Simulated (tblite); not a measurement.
Run record: tight-binding relaxation, `[SiH3]N[SiH2]c1ccccn1`.

Computed with GFN2-xTB geometry optimisation, gas phase (tblite 0.8.0). Start geometry: from a force field or distance geometry. A driver script takes a list of jobs; this job's settings line and coordinates (Å) are shown.

Command:
```bash
OMP_NUM_THREADS=1 python probes_run.py task.json out
```

Input:
```
{"job": {"kind": "relax", "xc": "GFN2-xTB", "basis": "xTB"}, "charge": 0, "multiplicity": 1}
Si     3.709700    -0.544400    -0.269100
N      1.991700    -1.109500    -0.440700
Si     1.047600     0.398900    -0.641900
C     -0.732700     0.193200    -0.299600
C     -1.247700     0.803900     0.845300
C     -2.582700     0.701800     1.191400
C     -3.415800    -0.055500     0.369000
C     -2.876400    -0.664400    -0.745100
N     -1.558000    -0.549600    -1.070600
H      3.986100     0.231300    -1.491900
H      4.640900    -1.612600    -0.006000
H      3.689400     0.385800     0.891000
H      1.906600    -1.627900    -1.346200
H      1.683700     1.385500     0.269400
H      1.211000     0.898900    -2.025300
H     -0.559800     1.394600     1.468500
H     -2.945600     1.202500     2.085200
H     -4.467100    -0.154400     0.640200
H     -3.490700    -1.268900    -1.415900
```

Output:
```
step      E/eV     max force
  0    -683.05487    2.764
  1    -683.25499    1.326
  2    -683.31604    0.802
  3    -683.36975    0.821
  4    -683.41438    0.777
  5    -683.46667    0.569
  6    -683.50366    0.652
  7    -683.55618    0.660
  8    -683.59834    0.587
  9    -683.62549    0.279
... (168 lines left out)
178    -683.91919    0.025
179    -683.91930    0.023
180    -683.91939    0.023
181    -683.91947    0.027
182    -683.91956    0.018
183    -683.91964    0.021
184    -683.91969    0.018
185    -683.91972    0.013
186    -683.91974    0.011
187    -683.91977    0.009
```

«max force» is the largest atomic force in eV/Å.

Q: From which step on does the largest force stay under 0.1 eV/Å, and how much energy is left to gain from there?

A: From step 157 (0.082 eV/Å), 5.9 meV above the end.

Summary of the converged run: energy lowered by 19.9 kcal/mol over 187 steps; largest atomic force 0.009 eV/Å at the end.

Q: Give the final coordinates.

A: 1.154 Å rms from the input after alignment:
```
atom  x, y, z in Å
Si1    3.6096   -0.8127   -0.9836
N2     1.9393   -0.4363   -0.7407
Si3    1.2130    0.8098    0.1971
C4    -0.6331    0.4036    0.1888
C5    -1.5910    1.2585    0.7239
C6    -2.9247    0.8907    0.7021
C7    -3.2662   -0.3306    0.1422
C8    -2.2462   -1.1168   -0.3713
N9    -0.9739   -0.7646   -0.3501
H10    3.6834   -1.5906   -2.2207
H11    4.1573   -1.5916    0.1348
H12    4.3207    0.4605   -1.0839
H13    1.2754   -1.1356   -1.0424
H14    1.7019    0.8394    1.5837
H15    1.4402    2.1263   -0.4137
H16   -1.2800    2.2007    1.1497
H17   -3.6855    1.5410    1.1113
H18   -4.2924   -0.6634    0.1032
H19   -2.4575   -2.0790   -0.8227
```

Q: How long does this job take on one thread, Arm Neoverse V1 (aarch64), on a shared host?

A: About 1.8 s.
Labels such as C1 count atoms from 1, the log's own numbers from 0.
